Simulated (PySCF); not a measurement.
A structure optimised at B3LYP-D3(BJ)/def2-SVP, used in a PySCF frequency run:

```xyz
4

Al     0.0000     0.0000    -0.9374
H      0.0000     0.0000    -2.5023
Br     0.0000    -1.9394     0.2098
Br     0.0000     1.9394     0.2098
```

Write its SMILES, formula and point group.

[Br][AlH][Br], AlBr2H, C2v

What are its rotational constants (standard atomic weights)?

13.701, 0.84075, 0.79214 GHz
